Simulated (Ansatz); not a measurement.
# SbH2Cl (SMILES [Cl][SbH2]): methods side by side

The species is SbH2Cl (4 atoms), meant as a singlet with charge 0. As SMILES, `[Cl][SbH2]`. Geometry: relaxed at PBE0-D4/def2-TZVP.

```
atom    x (Å)    y (Å)    z (Å)
  Cl  -1.7845   0.2887  -0.6315
  Sb   0.5021  -0.2753  -0.5776
   H   0.3797  -1.1837   0.8689
   H   0.9583   1.1100   0.3199
```

Each level gives the energy change with the Sb2–H3 bond stretched from 1.712 to 2.569 Å (eV). The values are calculated.

```csv
level,kind,program,value (eV),less FCI/STO-3G,CPU time (all runs)
HF/STO-3G (restricted),Hartree–Fock,Ansatz,3.99,+1.48,1.2 s
BLYP/STO-3G (restricted),GGA,Ansatz,2.62,+0.11,3.7 s
r2SCAN/STO-3G (restricted),meta-GGA,Ansatz,2.91,+0.40,8 s
PBE0/STO-3G (restricted),global hybrid,Ansatz,3.08,+0.57,3.2 s
r2SCAN0/STO-3G (restricted),hybrid meta-GGA,Ansatz,3.22,+0.71,8.5 s
CAM-B3LYP/STO-3G (restricted),range-separated hybrid,Ansatz,3.27,+0.76,3.9 s
B2PLYP/STO-3G (restricted),double hybrid,Ansatz,3.10,+0.59,4.7 s
MP2/STO-3G (restricted),perturbation theory,Ansatz,3.26,+0.75,1.9 s
CCSDT(Q)/STO-3G (restricted),coupled cluster or CI,Ansatz,2.51,0.00,1.2 s
FCI/STO-3G,exact in the basis,Ansatz,2.51,0.00,1.7 s
```

FCI/STO-3G is exact within its basis and frozen core, so for wave-function methods in that basis the difference is their error; functionals converge differently with the basis, so for them it is only a difference. Spin-restricted single references rise too steeply as a bond breaks, Hartree–Fock most of all. Perturbation and coupled-cluster corrections on them can overshoot downwards. All-electron rows without a relativistic Hamiltonian named are non-relativistic. The first shape isn't each level's own minimum. The values span 2.51 to 3.99 eV. All rows use very small basis sets, so even the best lies far from the true value. In the correlated wave-function rows the outer d shell of Sb is correlated, in sets not made for it. Times are those of the runs behind each value, whatever else they computed, on shared processors of several kinds: orders of magnitude only.
